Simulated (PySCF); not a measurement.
# Structure revision by computed shifts

A compound C₅H₉NOSi gives the data below (simulated from a calculation) and was assigned the structure `C[SiH2]c1ccc(N)o1`.

$^{13}$C{$^{1}$H} NMR (computed): δ 180.4 (C), 115.2 (C), 82.3 (C), 67.7 (CH2), 31.8 (CH2).

$^{1}$H NMR (400 MHz, computed): δ 11.42 (br s, 1H), 4.53 (s, 2H), 4.22 (s, 3H), 3.35 (s, 2H), 0.22 (br s, 1H).

Averaged over atoms made equivalent by symmetry, fast rotation or ring inversion, non-relativistic Hamiltonian, no solvent, one computed conformer. Shieldings: GIAO PBE0/pcSseg-1; GFN2-xTB structure; PySCF 2.14.

δ = σ(ref) − σ, references computed at the same level: $^{1}$H and $^{13}$C vs TMS.

Q: Compare with the shifts computed for the proposed structure, pairing carbons in order of shift.

A: Numbering as in the mapped SMILES `[CH3:1][SiH2:2][c:3]1[cH:4][cH:5][c:6]([NH2:7])[o:8]1`. Each H is labelled by its parent atom.

```
atom  computed for proposal  given list  difference
  C6                  167.5       180.4       -12.9
  C3                  143.8       115.2       +28.6
  C4                  132.4        82.3       +50.1
  C5                   89.3        67.7       +21.6
  C1                   -5.2        31.8       -37.0
```

The rms difference is 32.7 ppm and the largest +50.1 ppm at C4 (aromatic CH). The carbon types in order of shift don't match either: C, C, CH, CH, CH3 for the proposal against C, C, C, CH2, CH2 in the data. The proposal doesn't fit.

Q: Which isomer fits?

A: `[H]/N=C(\CO)CC#C[SiH3]`.

1. Carbon types of the structure: 3 × C, 2 × CH2, leaving 5 H on heteroatoms.
2. δC 180.4: C=N carbon.
3. δC 115.2, 82.3: alkyne carbon.
4. δC 67.7: sp3 CH2 bonded to O; pulled downfield by the heteroatom.
5. δH 11.42: hydrogen on an imine nitrogen; exchangeable; this is the value without hydrogen bonding to other molecules.

Other isomers checked: CO[C@@H]1C[C@@]1([SiH3])C#N (rms 41.8 ppm).

The shifts were computed for this structure.

Exchangeable OH/NH protons stand at their gas-phase positions; hydrogen bonding in a real sample shifts them, mostly to higher δ. Shifts are as computed. Against solution values, carbons near 30 ppm lie about +3 ppm off and those near 130 ppm about +5 ppm. Of 1211 compounds with measured shifts, 218 miss one by over three times the rms of a fit or turn the order of signals round; such compounds aren't used in these exercises. No couplings were computed; multiplicities are counted from neighbouring protons, with m where these are inequivalent, close in shift, in a saturated or five-membered ring or joined by F or P, and br s for small geminal =CH2 splittings.
